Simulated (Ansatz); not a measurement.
Basis-set extrapolation for `C[SiH2]C(=N)Cl` (PBE0-D4/def2-TZVP geometry, frozen core, Ansatz). Multiplicity 1, RHF reference.

```tsv
	def2-TZVPP	def2-QZVPP
HF	-882.181820	-882.209554
MP2 correlation	-0.851570	-0.915841
CCSD(T) correlation	-0.943843	not run
```

Energies in hartree. Use E(X) = E(∞) + A·exp(−7.88·√X) for Hartree–Fock and E(X) = E(∞) + B·X^(−2.97) for correlation, with X = 3 and 4, and add CCSD(T) minus MP2 of the smaller set to the MP2 limit.

Problem. What is the CCSD(T) energy at the basis-set limit?

Solution. HF limit: -882.209554 + (-0.027734) × 0.13774 = -882.21337. MP2 limit: -0.915841 + (-0.064271) × 0.74074 = -0.96345. Higher-order term: -0.943843 − (-0.851570) = -0.09227. Total: -883.26909 hartree, 90.0 kcal/mol below CCSD(T)/def2-TZVPP.
